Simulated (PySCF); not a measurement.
A GIAO shielding run with PySCF (density fitting, non-relativistic, gas phase) on `C(/C(C(C)=O)=C/C#N)[SiH3]`, C6H9NOSi:

```
$ OMP_NUM_THREADS=1 python probes_run.py task.json out

{"job": {"kind": "nmr", "xc": "PBE0", "basis": "pcSseg-1"}, "charge": 0, "multiplicity": 1}
C     -1.993235     0.422855     0.902932
C     -0.897445    -0.585982     0.707479
O     -0.724501    -1.509899     1.468877
C      0.016640    -0.393837    -0.461539
C     -0.367814     0.127969    -1.641492
C     -1.652972     0.558177    -1.995276
N     -2.685220     0.918455    -2.348962
C      1.406728    -0.834242    -0.221376
Si     2.343173     0.477089     0.824639
H     -1.638322     1.431482     0.706465
H     -2.805852     0.210173     0.210013
H     -2.376191     0.345791     1.917703
H      0.351927     0.204711    -2.449620
H      1.934561    -1.007496    -1.158185
H      1.387593    -1.762101     0.350291
H      1.666862     0.640873     2.108278
H      3.713737    -0.002030     0.986539
H      2.311572     1.740014     0.081576
```

Hardware: 1 thread of an Arm Neoverse N1, shared host. The job also computes population analyses, field gradients.

Task: How large is the calculation?

Result: 74 electrons, 205 basis functions and 1078 auxiliary functions.

Task: How long does it take, and how much memory does it need?

Result: 88 s of wall time, with 15 SCF cycles and 5 response iterations; peak memory 0.93 GiB. Times on a shared host scatter by some tens of per cent.
